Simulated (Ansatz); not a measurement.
**Relative stability**

The two ends of one reaction step of BH6ClO2, closed shell (PBE0-D4/def2-TZVP).

A:

| atom | x (Å) | y (Å) | z (Å) |
| --- | --- | --- | --- |
| B1 | -1.1155 | -0.0247 | -0.7924 |
| Cl2 | 0.3090 | -0.9889 | -1.5754 |
| H3 | -2.1455 | -0.6166 | -0.9472 |
| H4 | -1.0638 | 1.1247 | -1.1209 |
| H5 | 0.1223 | 0.2627 | 0.9226 |
| O6 | -0.8337 | -0.0311 | 0.7653 |
| H7 | 1.6694 | 0.2316 | -0.2109 |
| O8 | 1.6258 | 0.6519 | 0.6687 |
| H9 | -0.9347 | -0.9250 | 1.1119 |
| H10 | 2.3666 | 0.3151 | 1.1782 |

B:

```
10
angstrom
B -1.4994 0.1224 -0.4661
Cl 1.1207 -0.9795 -1.7647
H -2.2106 -0.6799 -0.9972
H -1.2041 1.1690 -0.9556
H 0.7486 0.5569 0.9931
O -1.0495 -0.1000 0.8024
H 1.5086 -0.2246 -0.7479
O 1.6472 0.7046 0.6557
H -1.3134 -0.9561 1.1496
H 2.2519 0.3872 1.3305
```

Computed with Ansatz 0.2.0 (basis: def2-TZVPP); correlated methods freeze the cores. B3LYP uses VWN-RPA correlation.

(1) Which structure is lower at CCSD(T), and by how much? (Judge from chemistry; the value comes from the calculation.)

(2) Do the other methods give the same order? (A judgement: the text doesn't fix the answer.)

No T1 diagnostic of these runs exceeds 0.011.

Answers

(1) By the calculation: A, by 0.227 eV (electronic energy, against the other). By their contacts, A is a complex of BH₄ClO ([OH2][BH2][Cl]) + H₂O and B is a complex of BH₃O ([BH2][OH]) + HCl + H₂O.

(2) The calculation gives: Not all: HF gives the other order.

| method | E(B) − E(A) (eV) |
| --- | --- |
| SPW92 | 0.589 |
| PBE-D4 | 0.299 |
| BLYP-D4 | 0.091 |
| r2SCAN-D4 | 0.292 |
| B97M-V | 0.195 |
| PBE0-D4 | 0.336 |
| B3LYP-D4 | 0.142 |
| r2SCAN0-D4 | 0.325 |
| BHLYP-D4 | 0.160 |
| CAM-B3LYP-D4 | 0.189 |
| wB97X-V | 0.246 |
| wB97M-V | 0.256 |
| B2PLYP | 0.165 |
| PBE-QIDH | 0.346 |
| RPA on PBE | 0.180 |
| HF | -0.072 |
| MP2 | 0.279 |
| CCSD | 0.187 |
| CCSD(T) | 0.227 |

Labels in which every atom is bracketed show which atoms are joined, not bond orders.

For scale, one of the runs: CCSD(T)/def2-TZVPP, 219 basis functions, launched by `ansatz run in.yaml --threads 4 --pin off --events-out ev --progress --plain --max-ram 9574MiB`. Hardware: 4 CPU threads of an Arm Neoverse V1, shared host. Wall time 77 s; peak host memory 3.4 GiB.
